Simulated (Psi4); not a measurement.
Noncovalent pair: CH4 (SMILES C) (first 5 atoms) with CH2O (SMILES C=O); geometry from B3LYP-D3(BJ)/def2-TZVP, rigid monomers moved along the line of their centres of mass till H3···O7 is 4.74 Å.
(charge 0, multiplicity 1):
| atom | x (Å) | y (Å) | z (Å) |
|---|---|---|---|
| C | -0.0233 | -0.0032 | 0.1122 |
| H | -0.9238 | -0.6167 | 0.1350 |
| H | 0.6109 | -0.2487 | 0.9628 |
| H | 0.5175 | -0.1959 | -0.8134 |
| H | -0.3009 | 1.0500 | 0.1517 |
| C | -0.0704 | -0.0138 | 5.8812 |
| O | 1.0343 | -0.4337 | 5.6762 |
| H | -0.4605 | 0.1300 | 6.9072 |
| H | -0.7577 | 0.2522 | 5.0558 |

The numbers are results of SAPT0/jun-cc-pV(D+d)Z in Psi4, not measurements.

Problem. Give the four SAPT terms and the total, and say what mostly holds the pair together.

Solution. electrostatics -0.2, exchange 0.0, induction 0.0, dispersion -0.2, total -0.4 kJ/mol; the largest attraction is dispersion.
